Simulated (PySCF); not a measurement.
C7H5FO2.
Z-matrix (Å and degrees, PBE0-D3(BJ)/def2-SVP geometry), rows numbered from 1:
```
O 
C   1  1.1880
F   2  1.3445  1  120.18
C   2  1.4696  1  127.56  3   179.94
C   4  1.4026  2  122.40  1  -179.81
C   5  1.3851  4  120.45  2   179.89
C   6  1.4020  5  119.93  4     0.03
O   7  1.3410  6  117.76  5  -179.91
C   7  1.4026  6  119.84  5     0.05
C   9  1.3857  7  119.94  6    -0.07
H   5  1.0909  4  119.46  2    -0.03
H   6  1.0912  5  121.45  4  -179.94
H   8  0.9637  7  109.77  6  -179.88
H   9  1.0941  7  119.80  6   179.93
H  10  1.0919  4  118.69  2     0.09
```

Linear response at CAM-B3LYP/def2-SVPD (PySCF, frozen core in the response, non-relativistic). The structure is a single PBE0-D3(BJ)/def2-SVP conformer in the gas phase; no vibrational or solvent corrections.

Static isotropic polarisability: 90.08 au (13.35 Å³), principal values 50.4, 92.7, 127.1 au.

Problem. What is the polarisability at 1064 nm and at the sodium D line?

Solution. 91.38 au at 1064 nm (+1.4 %), 94.67 au at 589.3 nm (+5.1 %). The rise at 589.3 nm is 3.53 times that at 1064 nm; a pure ω² law gives 3.26. The lowest singlet lies at 244 nm, shorter than both wavelengths.

Problem. What is the isotropic C6 coefficient between two such molecules, C6 = (3/π)∫α(iω)² dω?

Solution. 3088 au (Eh·bohr⁶) by a ten-point quadrature over imaginary frequencies, which is 1850 eV·Å⁶ or 178 J·nm⁶/mol.

Problem. Which effective excitation energy ω̄ makes London's formula C6 = (3/4)α²ω̄ exact here?

Solution. ω̄ = 4·C6/(3α²) = 0.507 Eh = 13.8 eV. A one-pole form α(ω) = α/(1 − ω²/ω̄²) fitted to the 1064 nm value gives 9.8 eV.

Problem. What n − 1 at the D line would an ideal gas of it have at 273.15 K and 1 atm (2.6868 × 10¹⁹ cm⁻³), by n − 1 = 2π·N·α′?

Solution. 23.68 × 10⁻⁴, a formal value whether or not that pressure can be reached.

Problem. How many electrons N does the Slater–Kirkwood formula C6 = (3/4)·√N·α^(3/2) need to give this C6?

Solution. N = (4·C6/3)²/α³ = 23.2; the species has 72 electrons in all.

Problem. What does −C6/R⁶ come to at R = 12 Å between centres?

Solution. -60 J/mol. This is the leading, orientation-averaged term; C8 and higher terms are left out.

Problem. The lowest 6 singlets have (eV, f): 5.08, 0.001; 5.23, 0.332; 5.57, 0.000; 6.28, 0.264; 6.39, 0.000; 6.85, 0.562. What share of the static polarisability do they carry in the sum over states α = Σ f/ω²?

Solution. 22.82 au, 25.3 % of α; the largest term, 8.97 au, is that of the state at 5.23 eV. Their oscillator strengths add up to 1.16. Higher states carry the rest.
